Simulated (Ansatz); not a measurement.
The same hydrolysis along the group Si, Ge, Sn.

Computed with Ansatz on PBE0-D4/def2-TZVP structures; ΔE is electronic, products minus reactants. CCSD(T)/CBS is the MP2 limit (def2-TZVPP, def2-QZVPP) plus CCSD(T) − MP2 in def2-TZVPP, frozen cores. Small cases extrapolate CCSD(T) itself. def2 core potentials past Kr. For Ge, Sn outer-core shells are correlated without core-valence functions, which leaves a few kJ/mol of doubt a bond. Scalar relativity is left out up to krypton. Each species was taken in one conformer, which may not be the lowest.

```tsv
reaction	CCSD/CBS(def2) (kJ/mol)	CCSD(T)/CBS(def2) (kJ/mol)
`F[Si]Cl` + H₂O → `O[Si]Cl` + H–F	27	25
`[F][Ge][Cl]` + H₂O → `[OH][Ge][Cl]` + H–F	19	17
`[F][Sn][Cl]` + H₂O → `[OH][Sn][Cl]` + H–F	41	39
```

Largest T1 diagnostic: 0.017, for `[OH][Sn][Cl]`.

Extrapolated directly: `F[Si]Cl` + H₂O → `O[Si]Cl` + H–F.
